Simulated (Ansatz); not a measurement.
Pulling the pair apart

The pair of Br⁻ (SMILES [Br-], atom 1) and SF6 (SMILES FS(F)(F)(F)(F)F, atoms 2–8), both closed shells, in one local arrangement (a lower one may exist), relaxed at PBE0-D4/def2-TZVPD:

| atom | x (Å) | y (Å) | z (Å) |
| --- | --- | --- | --- |
| Br1 | 0.2420 | 0.1372 | -4.2352 |
| F2 | -0.5877 | -1.4885 | 0.5318 |
| S3 | -0.0332 | -0.0188 | 0.5808 |
| F4 | -0.1237 | -0.0701 | 2.1636 |
| F5 | 0.0545 | 0.0309 | -0.9531 |
| F6 | 0.5178 | 1.4489 | 0.6902 |
| F7 | -1.5031 | 0.5363 | 0.5450 |
| F8 | 1.4332 | -0.5759 | 0.6770 |

SF6 is shifted rigidly along the line between the mean atom positions of the two fragments (negative: closer). Counterpoise interaction energies in kJ/mol. Program: Ansatz 0.2.0. Basis: def2-TZVPPD. Cores are frozen in the correlated methods. Filled d shells of the heavier atoms are correlated. The def2 sets are not built for correlating such inner shells, so the correlated values are less sure here.

```
shift (Å)  r2SCAN-D4  PBE-D4  PBE0-D4
    -0.33      -13.2   -18.4    -11.8
     0.00      -15.4   -19.8    -14.8
     0.16      -14.9   -19.0    -14.5
     0.82      -10.7   -14.0    -10.8
     3.29       -3.8    -8.1     -3.8
```

**Question.** What does CCSD(T) give at these shifts? (To be estimated.)

**Answer.** Computed: -7.1, -11.7, -11.9, -9.2, -2.9 kJ/mol. For zero shift, CCSD(T) at an estimated basis limit (MP2 extrapolated from triple and quadruple zeta, plus CCSD(T) − MP2 in triple zeta) gives -12.8 kJ/mol. These are counterpoise interaction energies, counted from the two frozen fragments.

T1 diagnostic: at most 0.011.

For scale, one of the runs: CCSD(T)/def2-TZVPPD, 348 basis functions, launched by `ansatz run in.yaml --threads 2 --pin off --events-out ev --progress --plain --max-ram 32768MiB --backend cuda --devices 0, --max-vram 18GiB`. The run took 36 s on 2 CPU threads and a share of one NVIDIA H100 (shared host), with 1.6 GiB of host memory at its peak.
